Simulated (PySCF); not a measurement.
Vertical excitations of a molecule C2H7InO from TDA-PBE/def2-SVPD (PySCF 2.14.0), as energy in eV (oscillator strength): 4.43 (0.001), 5.04 (0.018), 5.28 (0.032), 5.34 (0.000), 5.57 (0.097), 5.98 (0.030), 6.18 (0.012), 6.42 (0.048), 6.51 (0.096), 6.52 (0.001). Lowest triplet (TDA): 4.18 eV. The structure is a stationary point at B3LYP-D3(BJ)/def2-SVP. The def2 effective core potentials stand for the cores of In; spin–orbit coupling is left out. The values are those of a single conformer.

Question: Identify the compound among the candidates.
A. [CH3][In]([CH3])[OH]
B. C[O][InH][CH3]
C. CC[O][InH2]
D. C[CH2][InH][OH]

Answer: D, C[CH2][InH][OH]
